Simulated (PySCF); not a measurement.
Trend along group 13: MPb molecules

HF with double-zeta basis sets in PySCF, for the lowest determinant that a PBE0 search found; no spin–orbit coupling. De refers to high-spin ground-configuration atoms. A positive dipole means M(−)Pb(+).

```
 M     basis  reference  state (unpaired electrons)  Re (Å)  ωe (cm⁻¹)  De (eV)  μ (D)
 B  def2-SVP        UHF         quartet (σ ↑, π ↑↑)   2.239        499     1.22   1.36
Al  def2-SVP        UHF         quartet (σ ↑, π ↑↑)   2.788        222     1.22  -1.69
Ga  def2-SVP        UHF         quartet (σ ↑, π ↑↑)   2.804        148     1.17  -1.79
In  def2-SVP        UHF         quartet (σ ↑, π ↑↑)   2.991        116     1.12  -2.64
Tl  def2-SVP        UHF         quartet (σ ↑, π ↑↑)   3.057       94.1     1.08  -3.36
```

By what factor does the bond length vary along the series?

At HF it runs from 2.239 Å (BPb) to 3.057 Å (TlPb), a factor of 1.37.

Down a group the atoms grow and get heavier, so bonds lengthen and wavenumbers fall; this series shows no clear exception.

Spin–orbit coupling is left out, which matters for elements this heavy, above all for dissociation energies. Hartree–Fock leaves out correlation, which carries a large part of most bond energies and some tenths to 1 eV of ionisation energies. States were picked by a PBE0 search and need not be the measured ground states.
